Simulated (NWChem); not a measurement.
Species: GeNH₄Br; SMILES [NH2][GeH2][Br]

```xyz
7

Ge     0.3702     0.9049     0.0000
N     -1.1217     1.9410     0.0000
Br    -0.0823    -1.3893     0.0000
H      1.1501     1.1804    -1.2893
H      1.1501     1.1804     1.2893
H     -1.7070     1.8601     0.8274
H     -1.7070     1.8601    -0.8274
```
Atoms are numbered in this order, from 1.

Results from NWChem. The geometry was optimised at PBE0/def2-SVP.

Q: Taking TPSS/def2-TZVPP as the yardstick, which of these has the fewest basis functions while keeping “highest occupied level (eV)” within 0.05 eV of it: TPSS/def2-SVPD; TPSS/def2-TZVP; TPSS/def2-SVP?

A: TPSS/def2-TZVP.
| level | basis functions | highest occupied level (eV) |
|---|---|---|
| TPSS/def2-SVP | 98 | -6.32 |
| TPSS/def2-SVPD | 131 | -6.60 |
| TPSS/def2-TZVP | 151 | -6.52 |
| TPSS/def2-TZVPP | 183 | -6.53 |

The yardstick is one finite set, not the basis-set limit.
